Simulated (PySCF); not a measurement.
Bonds: C1-Si2, Si2-C3, Si2-C4, Si2-C5, C5-Si6, C5-P7. C1 carries H8, H9, H10; C3 carries H11, H12, H13; C4 carries H14, H15, H16; Si6 carries H17, H18, H19; P7 carries H20.

PySCF 2.14.0 with density-fitted response routines calculation with geometry from PBE0-D3(BJ)/def2-SVP and NMR shieldings at PBE0/pcSseg-1/GIAO; one computed conformer, in vacuum, fast rotation and ring inversion assumed for equivalent nuclei, non-relativistic Hamiltonian.

References, each an isolated molecule treated in the same way: ¹³C, ¹H, ²⁹Si vs TMS; ³¹P vs H3PO4.

| atoms | nucleus | count | δ (ppm) |
| --- | --- | --- | --- |
| H20 | ¹H | 1 | 8.65 |
| C5 | ¹³C | 1 | ? |
| Si6 | ²⁹Si | 1 | -63.4 |
| Si2 | ²⁹Si | 1 | -4.5 |
| P7 | ³¹P | 1 | 392.0 |
| H8/H9/H10/H11/H12/H13/H14/H15/H16 | ¹H | 9 | ? |
| H17/H18/H19 | ¹H | 3 | 4.56 |
| C1/C3/C4 | ¹³C | 3 | 0.5 |

Complete the table.

## Answers


- C5: 239.7 ppm, carbon bonded to P, 2 Si
- H8/H9/H10/H11/H12/H13/H14/H15/H16: 0.24 ppm, hydrogen on a carbon bonded to Si

Shifts are as computed. Against solution values, carbons near 30 ppm lie about +2 ppm off and those near 130 ppm about +5 ppm. Of 1211 compounds with measured shifts, 218 miss one by over three times the rms of a fit or turn the order of signals round; such compounds aren't used in these exercises. Experimental scales use liquid or dissolved standards, which lie at an offset from isolated H3PO4.
